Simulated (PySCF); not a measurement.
## Electron correlation in Br(2+) (bromine, charge +2)

[Ar] 3d10 4s2 4p3, high-spin 4S determinant. Computed with PySCF 2.14 in aug-cc-pVDZ-PP with ECP10MDF (5s4p3d, 32 functions), with scalar relativity through the core potential. Frozen: 3s2 3p6 3d10; 5 electrons correlated.

MP2 pair energies summed by pair of shells (mhartree):

| pair | energy | share (%) |
| --- | --- | --- |
| 4s-4p | -38.72 | 66.4 |
| 4p-4p | -13.82 | 23.7 |
| 4s-4s | -5.79 | 9.9 |

Total MP2 correlation energy: -58.34 mhartree.

Same-spin part -15.25 and opposite-spin part -43.09 mhartree; SCS-MP2 scales them by 1/3 and 6/5 to -56.79 mhartree.

```
  level  correlation energy (mhartree)
   CCSD                         -72.92
    (T)                          -0.66
CCSD(T)                         -73.58
```

Diagnostics: T1 = 0.0013, D1 = 0.0020, largest double amplitude 0.048.

Cost of the coupled-cluster step: 0.16 s of wall time on 1 thread of Neoverse-V2 (shared host), for 5 correlated electrons.

Iterations:

```
CC2 = 0
CCSD nocc = (np.int64(4), np.int64(1)), nmo = (23, 23)
frozen orbitals [[0, 1, 2, 3, 4, 5, 6, 7, 8], [0, 1, 2, 3, 4, 5, 6, 7, 8]]
max_cycle = 100
direct = 0
conv_tol = 1e-08
conv_tol_normt = 1e-06
diis_space = 8
diis_start_cycle = 0
Init t2, MP2 energy = -0.0583393049729063
Init E_corr(UCCSD) = -0.0583393049790029
cycle = 1  E_corr(UCCSD) = -0.069818110141146  dE = -0.0114788052  norm(t1,t2) = 0.0334449
cycle = 2  E_corr(UCCSD) = -0.0721561918077821  dE = -0.00233808167  norm(t1,t2) = 0.00866517
cycle = 3  E_corr(UCCSD) = -0.0729375508657591  dE = -0.000781359058  norm(t1,t2) = 0.00277865
cycle = 4  E_corr(UCCSD) = -0.0729212596919539  dE = 1.62911738e-05  norm(t1,t2) = 0.000302317
cycle = 5  E_corr(UCCSD) = -0.07292151007534  dE = -2.50383386e-07  norm(t1,t2) = 2.74817e-05
cycle = 6  E_corr(UCCSD) = -0.0729213010174116  dE = 2.09057928e-07  norm(t1,t2) = 4.45308e-06
cycle = 7  E_corr(UCCSD) = -0.0729214130558877  dE = -1.12038476e-07  norm(t1,t2) = 6.80888e-07
cycle = 8  E_corr(UCCSD) = -0.0729213917062493  dE = 2.13496384e-08  norm(t1,t2) = 1.02156e-07
cycle = 9  E_corr(UCCSD) = -0.0729213780492564  dE = 1.36569929e-08  norm(t1,t2) = 3.63291e-08
cycle = 10  E_corr(UCCSD) = -0.0729213822628998  dE = -4.21364346e-09  norm(t1,t2) = 1.29668e-08
UCCSD converged
E(UCCSD) = -414.4119341098267  E_corr = -0.07292138226289982
UCCSD(T) correction = -0.000655330832745874
```
